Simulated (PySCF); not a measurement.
A structure optimised at PBE0-D3(BJ)/def2-SVP, used in a PySCF frequency run:

```xyz
12

C      1.1333    -2.2049     0.0000
C      0.3881    -1.2403     0.0000
B     -0.5474    -0.0380     0.0000
C     -2.1035    -0.2410     0.0000
C      0.0265     1.4248     0.0000
F      1.3925     1.5426     0.0000
H      1.7985    -3.0501     0.0000
H     -2.3985    -0.8426     0.8768
H     -2.6859     0.6920     0.0000
H     -2.3985    -0.8426    -0.8768
H     -0.3886     1.9592    -0.8799
H     -0.3886     1.9592     0.8799
```

Q: Write its SMILES, formula and point group.

A: C#CB(C)CF, C4H6BF, Cs

Q: What are its rotational constants (standard atomic weights)?

A: 3.7697, 2.9625, 1.6934 GHz
